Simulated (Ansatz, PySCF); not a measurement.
This PySCF input computes a PBE0/def2-TZVPD energy:

```python
from pyscf import gto, scf, dft

mol = gto.M(
    atom='''
    Si    0.03859905   -0.00612302    0.01719722
    F    -0.14516355   -0.73927887    1.42917842
    N     1.55601117   -0.58184171   -0.59796249
    N    -0.02434200    1.69298845    0.11230577
    N    -1.27170001   -0.54986584   -0.92761009
    H     2.02172364    0.03653493   -1.26409104
    H    -0.82239411    2.15804930    0.51783253
    H     0.81631946    2.23404156    0.23602177
    H    -1.49554031   -0.10764501   -1.80405593
    H    -1.57380778   -1.51071501   -0.89620642
    ''',
    basis='def2-tzvpd',
    charge=0,
    spin=1,
    verbose=4,
)

mf = dft.UKS(mol, xc='pbe0').density_fit(auxbasis='def2-universal-jkfit')
mf.grids.level = 3
mf.conv_tol = 1e-9
mf.max_cycle = 100
mf.max_memory = 1500
mf.kernel()
if not mf.converged:
    mf = mf.newton()
    mf.kernel(mf.make_rdm1())
for _ in range(2):
    mo, _, stable, _ = mf.stability(return_status=True)
    if stable:
        break
    mf.kernel(mf.make_rdm1(mo, mf.mo_occ))
mf.analyze()
```

Write an input for the same energy in Ansatz (a program for electronic structure) and say what it gives.


Ansatz 0.2 input:
```yaml
crystal:
  periodic: [false, false, false]
  atoms:
    - {symbol: Si, position_ang: [0.03859905, -0.00612302, 0.01719722]}
    - {symbol: F, position_ang: [-0.14516355, -0.73927887, 1.42917842]}
    - {symbol: N, position_ang: [1.55601117, -0.58184171, -0.59796249]}
    - {symbol: N, position_ang: [-0.02434200, 1.69298845, 0.11230577]}
    - {symbol: N, position_ang: [-1.27170001, -0.54986584, -0.92761009]}
    - {symbol: H, position_ang: [2.02172364, 0.03653493, -1.26409104]}
    - {symbol: H, position_ang: [-0.82239411, 2.15804930, 0.51783253]}
    - {symbol: H, position_ang: [0.81631946, 2.23404156, 0.23602177]}
    - {symbol: H, position_ang: [-1.49554031, -0.10764501, -1.80405593]}
    - {symbol: H, position_ang: [-1.57380778, -1.51071501, -0.89620642]}
basis:
  gaussian:
    orbitals: def2-TZVPD
hamiltonian:
  xc: {name: PBE0}
magnetization: {spin_polarized: true, initial_magnetization: 1}
output: {forces: true}
```
It gives -556.42439 Eh, and PySCF -556.42445 Eh, a difference of 0.06 mEh, from the treatment of integrals and grids.

It need not be the lowest isomer of its formula.
